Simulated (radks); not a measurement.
The numbers below are computed, except where a source is named.
Ionisation of the arsenic ion As31+, [He], to As32+, 1s1, under several functionals. Dirac Kohn-Sham, spin-unpolarised, spherical densities, point nucleus; a radial shooting solver on a logarithmic mesh with Libxc functionals.

functional	E(As31+) (hartree)	Exc (hartree)	IE (eV)	-e(HOMO) (eV)	<r> HOMO (bohr)	IE error (eV)
SOGGA	-1083.01625	-19.54787	14498.6	14246.0	0.04515	+50.9
HCTH/407	-1083.76098	-20.30237	14507.5	14256.4	0.04512	+59.8
revPBE	-1084.26475	-20.80814	14513.4	14259.7	0.04512	+65.7
PBE	-1083.95973	-20.49983	14510.7	14257.5	0.04513	+63.1
BP86	-1084.36724	-20.91144	14515.1	14261.7	0.04512	+67.4
LDA (Slater exchange, Perdew-Wang correlation)	-1081.62828	-18.14638	14482.4	14231.3	0.04518	+34.7
Wu-Cohen GGA	-1083.54743	-20.08397	14506.0	14253.4	0.04514	+58.3

NIST Atomic Spectra Database: 14447.7 eV (theoretical). Closest: LDA (Slater exchange, Perdew-Wang correlation). The Delta-SCF values span 32.73 eV, the total energies 2.74 hartree. The highest occupied level is 1s1/2. Spin polarisation and multiplet splitting are left out, so open shells lie too high by an amount that depends on their filling.

Beside tabulated values, note that spin-unpolarised runs miss the spin-polarisation part of the exchange energy of open shells.
